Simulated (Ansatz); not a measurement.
**Which is lower?**

The two ends of one reaction step of BHBrCl$_{2}$F, closed shell (PBE0-D4/def2-TZVP).

A:

```
6
angstrom
B -0.8478 0.4209 -0.3340
F 2.0620 -0.6093 0.3023
Cl -0.9301 -0.2208 -1.9355
Cl -0.5185 2.0927 -0.0506
H 1.3992 -0.9414 0.8550
Br -1.1648 -0.7422 1.1629
```

B:

B1  (0.185, 0.678, -0.873)
F2  (1.330, 0.162, -0.488)
Cl3  (-0.747, -0.142, -2.091)
Cl4  (-0.336, 2.190, -0.192)
H5  (0.482, -1.579, 1.838)
Br6  (-0.914, -1.310, 1.806)
(Å)

Program: Ansatz 0.2.0. Basis: def2-TZVPP. Cores are frozen in the correlated methods. Filled d shells of the heavier atoms are correlated. The def2 sets are not built for correlating such inner shells, so the correlated values are less sure here. B3LYP uses VWN-RPA correlation.

Problem. Which structure is lower at CCSD(T), and by how much? (Judge from chemistry; the value comes from the calculation.)

Solution. Computed: B, by 0.699 eV (electronic energy, against the other). By their contacts, A is a complex of BBrCl₂ ([Cl][B]([Cl])[Br]) + HF and B is a complex of BCl₂F ([F][B]([Cl])[Cl]) + HBr.

All methods give the same order:

```csv
method,E(B) − E(A) (eV)
SPW92,-0.643
PBE-D4,-0.610
BLYP-D4,-0.715
r2SCAN-D4,-0.717
B97M-V,-0.799
PBE0-D4,-0.648
B3LYP-D4,-0.746
r2SCAN0-D4,-0.721
BHLYP-D4,-0.801
CAM-B3LYP-D4,-0.821
wB97X-V,-0.745
wB97M-V,-0.736
B2PLYP,-0.730
PBE-QIDH,-0.650
RPA on PBE,-0.717
HF,-0.963
MP2,-0.594
CCSD,-0.745
CCSD(T),-0.699
```

The T1 diagnostic stays at or below 0.010.

Labels in which every atom is bracketed show which atoms are joined, not bond orders.

For scale, one of the runs: CCSD(T)/def2-TZVPP, 208 basis functions, launched by `ansatz run in.yaml --threads 4 --pin off --events-out ev --progress --plain --max-ram 9574MiB`. Hardware: 4 CPU threads of an Arm Neoverse V1, shared host. Wall time 2.1 min; peak host memory 2.8 GiB.
